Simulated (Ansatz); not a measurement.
```xyz
8

C    -1.458   -0.321    0.565
S    -0.167    0.509   -0.404
Si    1.555   -0.576    0.186
S     3.010    0.469   -1.001
H    -1.933    0.408    1.220
H    -2.200   -0.737   -0.116
H    -1.030   -1.124    1.167
H     2.222    1.371   -1.617
```

Total charge 0; spin multiplicity 1.

(1) List the B3LYP/def2-TZVPP orbital energies in eV (Ansatz). (An estimate is asked.)

Answers

(1) Computed: Occupied: -2418.02, -2417.93, -1799.85, -277.82, -216.03, -215.95, -160.57, -160.50, -160.46, -160.43, -160.40, -160.35, -144.21, -99.58, -99.50, -99.43, -21.59, -20.05, -17.69, -13.27, -12.13, -12.10, -11.29, -9.62, -8.56, -8.17, -7.02, -6.72. Lowest empty: -2.14, -0.65, 0.35, 0.89, 1.24, 2.06, 2.48, 2.53.

B3LYP here is the variant with VWN-RPA as its local correlation; programs differ in this.
